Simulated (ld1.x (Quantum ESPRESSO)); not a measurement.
**BLYP PAW dataset for chlorine, non-relativistic all-electron reference.**

ld1.x (Quantum ESPRESSO) 7.5 was run on this input:

```
&input
   title='Cl', zed=17., rel=0, dft='BLYP', iswitch=3,
   config='[Ne] 3s1.75 3p5.25 3d-2',
   nld=3, rlderiv=1.65, eminld=-4.0, emaxld=5.0, deld=0.02
 /
 &inputp
   pseudotype=3, lpaw=.true., tm=.true., lloc=2,
   nlcc=.true., new_core_ps=.true., rcore=0.85,
   which_augfun='PSQ', rmatch_augfun_nc=.true.,
   file_pseudopw='Cl.UPF', file_wfcaegen='ae.wfc', file_wfcncgen='nc.wfc', file_beta='beta', file_chi='chi', file_wfcusgen='us.wfc'
 /
5
3S  1  0   1.75   0.00  1.10  1.45  0.0
3S  1  0   0.00   2.10  1.10  1.45  0.0
3P  2  1   5.25   0.00  1.05  1.20  0.0
3P  2  1   0.00   2.95  1.05  1.20  0.0
3D  3  2  -2.00   0.50  1.50  1.50  0.0
 &test
   configts(1)='3s1.75 3p5.25'
 /
```

Command:

```bash
ld1.x < Cl.in > Cl.out
```

Output (shortened: banner, matrices, multipoles, cross overlaps and the repeated all-electron block are left out):

```
Program LD1 v.7.5
     --------------------------- All-electron run ----------------------------

     Cl

     atomic number is 17.00
     dft =BLYP   lsd =0 sic =0 latt =0  beta=0.20 tr2=1.0E-14
     Exchange-correlation= BLYP
                           (   1   3   1   3   0   0   0)
     mesh =1157 r(mesh) = 101.16842 a.u. xmin = -7.00 dx = 0.01250
     1 Ry =  13.60569312 eV

     n l     nl                  e(Ry)          e(Ha)          e(eV)
     1 0     1S 1( 2.00)      -201.5606      -100.7803     -2742.3720
     2 0     2S 1( 2.00)       -18.4629        -9.2315      -251.2011
     2 1     2P 1( 6.00)       -14.1117        -7.0559      -191.9998
     3 0     3S 1( 1.75)        -1.5097        -0.7549       -20.5409
     3 1     3P 1( 5.25)        -0.6327        -0.3163        -8.6077

     final scf error:  1.6E-15 reached in  24 iterations

     Etot =    -920.097479 Ry,    -460.048740 Ha,  -12518.563948 eV

     Ekin =     919.041312 Ry,     459.520656 Ha,   12504.194052 eV
     Encl =   -2188.484650 Ry,   -1094.242325 Ha,  -29775.850550 eV
     Eh   =     405.644810 Ry,     202.822405 Ha,    5519.078802 eV
     Exc  =     -56.298951 Ry,     -28.149476 Ha,    -765.986253 eV

     normalization and overlap integrals

     s(1S/1S) =  1.000000  <r> =   0.0914  <r2> =    0.0112  r(max) =   0.0596
     s(2S/2S) =  1.000000  <r> =   0.4467  <r2> =    0.2371  r(max) =   0.3649
     s(2P/2P) =  1.000000  <r> =   0.4077  <r2> =    0.2071  r(max) =   0.3025
     s(3S/3S) =  1.000000  <r> =   1.5369  <r2> =    2.7536  r(max) =   1.2895
     s(3P/3P) =  1.000000  <r> =   1.8427  <r2> =    4.1082  r(max) =   1.4252

     ------------------------ End of All-electron run ------------------------

     --------------------- Generating PAW atomic setup --------------------

      Generating local pot.: lloc=2, matching radius rcloc =   1.5000

      Computing core charge for nlcc:

       r > 0.85 : true rho core
      Core charge pseudized with two Bessel functions
      Integrated core pseudo-charge :   4.36
      Wfc-us  3S rcutus= 1.443  Estimated cut-off energy=    22.19 Ry
      Wfc-us  3S rcutus= 1.443  Estimated cut-off energy=    31.24 Ry
      Wfc-us  3P rcutus= 1.211  Estimated cut-off energy=    49.54 Ry
      Wfc-us  3P rcutus= 1.211  Estimated cut-off energy=    55.76 Ry

     Required augmentation: PSQ   radius:    1.450000

     Q pseudized with Bessel functions
     Expected ecutrho=     251.3486 due to l1=  1   l2=  1

     Estimated PAW energy =  -79.114311 Ryd

     ------------------- End of pseudopotential generation -------------------

     Computing logarithmic derivative in   1.64552
     Computing logarithmic derivative in   1.64552
     Computing the partial wave expansion
     R is outside the sphere for l=    0 j= 0.00
     R is outside the sphere for l=    0 j= 0.00
     R is outside the sphere for l=    1 j= 0.00
     R is outside the sphere for l=    1 j= 0.00
       no projector for channel:   2

     ---------------------- Testing the pseudopotential ----------------------

     Cl

     atomic number is 17.00   valence charge is  7.00
     dft = SLA  LYP  B88  BLYP   lsd =0 sic =0 latt =0  beta=0.20 tr2=1.0E-14
     mesh =1157 r(mesh) = 101.16842 xmin = -7.00 dx = 0.01250

     n l     nl             e AE (Ry)        e PS (Ry)    De AE-PS (Ry)
     1 0     3S   1( 1.75)       -1.50973       -1.50973        0.00000
     2 1     3P   1( 5.25)       -0.63265       -0.63265        0.00000

     eps = 4.1E-15  iter =  1

     Etot =    -920.097479 Ry,    -460.048740 Ha,  -12518.563948 eV
     Etotps =   -79.114312 Ry,     -39.557156 Ha,   -1076.405056 eV

     Ekin =      38.031566 Ry,      19.015783 Ha,     517.445812 eV
     Encl =     -86.119523 Ry,     -43.059762 Ha,   -1171.715804 eV
     Ehrt =      25.272596 Ry,      12.636298 Ha,     343.851190 eV
     Ecxc =     -56.298951 Ry,     -28.149476 Ha,    -765.986254 eV
     (Ecc =      -9.856511 Ry,      -4.928256 Ha,    -134.104670 eV)

     ---------------------- End of pseudopotential test ----------------------
```

Note: ghost state, extra bound levels that the all-electron valence spectrum of the same l lacks: p at -91.5 eV. A true bound ghost makes a file unfit for plane-wave use.

Generation and configuration tests took about 2.5 s on one core of a shared server CPU.

Transferability test of the new file with ld1.x, input:

```
&input
   title='Cl', zed=17., rel=0, dft='BLYP', iswitch=2,
   config='[Ne] 3s1.75 3p5.25 3d-2'
 /
 &test
   file_pseudo='Cl.UPF', nconf=8,
   configts(1)='3s1.75 3p5.25',
   configts(2)='3s2 3p5',
   configts(3)='3s2 3p4',
   configts(4)='3s2 3p3',
   configts(5)='3s2 3p1',
   configts(6)='3s1 3p5',
   configts(7)='3s2 3p4.5',
   configts(8)='3s1 3p6'
 /
```

```bash
ld1.x < Cl.test.in > Cl.test.out
```

Pseudopotential blocks of its output, shortened (energy terms left out):

```
     ---------------------- Testing the pseudopotential ----------------------

     n l     nl             e AE (Ry)        e PS (Ry)    De AE-PS (Ry)
     1 0     3S   1( 1.75)       -1.50973       -1.50973        0.00000
     2 1     3P   1( 5.25)       -0.63265       -0.63265        0.00000

     eps = 4.1E-15  iter =  1

     Etot =    -920.097479 Ry,    -460.048740 Ha,  -12518.563949 eV
     Etotps =   -79.114312 Ry,     -39.557156 Ha,   -1076.405056 eV

     ---------------------- End of pseudopotential test ----------------------

          ---------------------- Testing the pseudopotential ----------------------

     n l     nl             e AE (Ry)        e PS (Ry)    De AE-PS (Ry)
     1 0     3S   1( 2.00)       -1.49772       -1.49770       -0.00001
     2 1     3P   1( 5.00)       -0.62280       -0.62279       -0.00001

     eps = 1.0E-15  iter =  6

     Etot =    -920.316481 Ry,    -460.158241 Ha,  -12521.543617 eV
     Etotps =   -79.333313 Ry,     -39.666657 Ha,   -1079.384717 eV
     dEtot_ae =      -0.219002 Ry
     dEtot_ps =      -0.219001 Ry,   Delta E=      -0.000000 Ry

     ---------------------- End of pseudopotential test ----------------------

          ---------------------- Testing the pseudopotential ----------------------

     n l     nl             e AE (Ry)        e PS (Ry)    De AE-PS (Ry)
     1 0     3S   1( 2.00)       -2.33307       -2.33330        0.00023
     2 1     3P   1( 4.00)       -1.41765       -1.41785        0.00020

     eps = 1.0E-15  iter = 11

     Etot =    -919.306199 Ry,    -459.653099 Ha,  -12507.798023 eV
     Etotps =   -78.322964 Ry,     -39.161482 Ha,   -1065.638218 eV
     dEtot_ae =       0.791281 Ry
     dEtot_ps =       0.791348 Ry,   Delta E=      -0.000067 Ry

     ---------------------- End of pseudopotential test ----------------------

          ---------------------- Testing the pseudopotential ----------------------

     n l     nl             e AE (Ry)        e PS (Ry)    De AE-PS (Ry)
     1 0     3S   1( 2.00)       -3.27384       -3.27485        0.00101
     2 1     3P   1( 3.00)       -2.31857       -2.31946        0.00089

     eps = 5.9E-15  iter = 10

     Etot =    -917.445990 Ry,    -458.722995 Ha,  -12482.488596 eV
     Etotps =   -76.462268 Ry,     -38.231134 Ha,   -1040.322157 eV
     dEtot_ae =       2.651490 Ry
     dEtot_ps =       2.652044 Ry,   Delta E=      -0.000555 Ry

     ---------------------- End of pseudopotential test ----------------------

          ---------------------- Testing the pseudopotential ----------------------

     n l     nl             e AE (Ry)        e PS (Ry)    De AE-PS (Ry)
     1 0     3S   1( 2.00)       -5.39665       -5.40283        0.00618  !
     2 1     3P   1( 1.00)       -4.36991       -4.37552        0.00560  !

     eps = 4.4E-15  iter =  9

     Etot =    -910.807323 Ry,    -455.403661 Ha,  -12392.164926 eV
     Etotps =   -69.818092 Ry,     -34.909046 Ha,    -949.923538 eV
     dEtot_ae =       9.290157 Ry
     dEtot_ps =       9.296220 Ry,   Delta E=      -0.006063 Ry

     ---------------------- End of pseudopotential test ----------------------

          ---------------------- Testing the pseudopotential ----------------------

     n l     nl             e AE (Ry)        e PS (Ry)    De AE-PS (Ry)
     1 0     3S   1( 1.00)       -2.37883       -2.37915        0.00032
     2 1     3P   1( 5.00)       -1.45725       -1.45751        0.00026

     eps = 9.1E-15  iter =  7

     Etot =    -918.387651 Ry,    -459.193826 Ha,  -12495.300553 eV
     Etotps =   -77.404369 Ry,     -38.702185 Ha,   -1053.140097 eV
     dEtot_ae =       1.709828 Ry
     dEtot_ps =       1.709943 Ry,   Delta E=      -0.000115 Ry

     ---------------------- End of pseudopotential test ----------------------

          ---------------------- Testing the pseudopotential ----------------------

     n l     nl             e AE (Ry)        e PS (Ry)    De AE-PS (Ry)
     1 0     3S   1( 2.00)       -1.90039       -1.90045        0.00006
     2 1     3P   1( 4.50)       -1.00531       -1.00537        0.00005

     eps = 2.9E-15  iter =  9

     Etot =    -919.910787 Ry,    -459.955394 Ha,  -12516.023869 eV
     Etotps =   -78.927611 Ry,     -39.463806 Ha,   -1073.864859 eV
     dEtot_ae =       0.186692 Ry
     dEtot_ps =       0.186701 Ry,   Delta E=      -0.000009 Ry

     ---------------------- End of pseudopotential test ----------------------

          ---------------------- Testing the pseudopotential ----------------------

     n l     nl             e AE (Ry)        e PS (Ry)    De AE-PS (Ry)
     1 0     3S   1( 1.00)       -1.54458       -1.54462        0.00004
     2 1     3P   1( 6.00)       -0.66133       -0.66135        0.00002

     eps = 2.5E-15  iter =  6

     Etot =    -919.437326 Ry,    -459.718663 Ha,  -12509.582100 eV
     Etotps =   -78.454151 Ry,     -39.227075 Ha,   -1067.423101 eV
     dEtot_ae =       0.660154 Ry
     dEtot_ps =       0.660161 Ry,   Delta E=      -0.000008 Ry

     ---------------------- End of pseudopotential test ----------------------
```
